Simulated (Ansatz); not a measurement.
Total energies of cyclo-(SiH2)4 (Si4H8) from Ansatz at r2SCAN-D4/def2-TZVP, gas phase (1 Eh = 27.2114 eV = 2625.5 kJ/mol). The reference geometry is relaxed at PBE-D4/def2-SVP.

| state | geometry | energy (Eh) |
| --- | --- | --- |
| charge 0 singlet | reference | -1162.69181 |
| charge 1 doublet | reference | -1162.35506 |
| free Si atom (triplet) | – | -289.34121 |
| free H atom (doublet) | – | -0.49993 |

**Question.** Work out the vertical ionisation energy to the doublet.

**Answer.** E(charge 1 doublet) − E(charge 0 singlet) = -1162.35506 − (-1162.69181) = 0.33675 Eh = 9.16 eV. For comparison, −ε of the highest occupied level is 6.80 eV at this level, 2.36 eV less.

**Question.** What is the binding energy per atom against free atoms?

**Answer.** Atoms: 4 × (-289.34121) + 8 × (-0.49993) = -1161.36428 Eh. Binding: -1161.36428 − (-1162.69181) = 1.32753 Eh = 36.12 eV, or 3.01 eV for each of 12 atoms (no zero-point energy, no counterpoise term).
